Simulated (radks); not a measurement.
Ta, 73 electrons, occupied as [Xe] 4f14 5d3 6s2. All-electron calculation, scalar-relativistic Kohn-Sham, PBE, spin-polarised, spherical densities, point nucleus; open shells are filled with parallel spins first (spin-orbit coupling, left out, can overturn this in heavy ions); hard spherical wall at 1.5 bohr. Program: a radial shooting solver on a logarithmic mesh with Libxc functionals. Some entries of the table are withheld. Estimate them.

orbital  occ.  eigenvalue (eV)  <1/r> (bohr^-1)
1s up       1        -67191.86            85.47
1s down     1        -67191.85            85.47
2s up       1        -11404.77            19.96
2s down     1        -11403.87            19.96
2p up       3        -9971.281            18.14
2p down     3        -9970.552            18.14
3s up       1        -2492.975            7.378
3s down     1        -2492.601            7.378
3p up       3        -2066.984            6.824
3p down     3        -2066.566            6.824
3d up       5        -1569.138            6.450
3d down     5        -1568.457            6.449
4s up       1        -398.2586            3.095
4s down     1        -397.3302            3.093
4p up       3        -260.6383            2.798
4p down     3        -259.7737            2.797
4d up       5         -84.7097            2.455
4d down     5         -83.7358            2.456
5s up       1          60.9623            1.480
5s down     1          63.9448            1.486
4f up       7         110.5123            1.976
5p up       3         111.3134            1.458
4f down     7         111.8055            1.983
5p down     3         114.5132            1.462
5d up       3         187.1171            1.485
5d down     0         190.4214            1.486
5f up       0         283.6990              (1)
5f down     0         286.7073              (2)
6s up       1         404.2255              (3)
6s down     1         406.2926              (4)
6p up       0              (5)            1.762
6p down     0              (6)            1.761
7s up       0         921.6702            1.960
7s down     0         923.7424            1.960

Answer. 
(1) 5f up <1/r> (bohr^-1): 1.616
(2) 5f down <1/r> (bohr^-1): 1.611
(3) 6s up <1/r> (bohr^-1): 1.746
(4) 6s down <1/r> (bohr^-1): 1.745
(5) 6p up eigenvalue (eV): 465.5323
(6) 6p down eigenvalue (eV): 467.5350
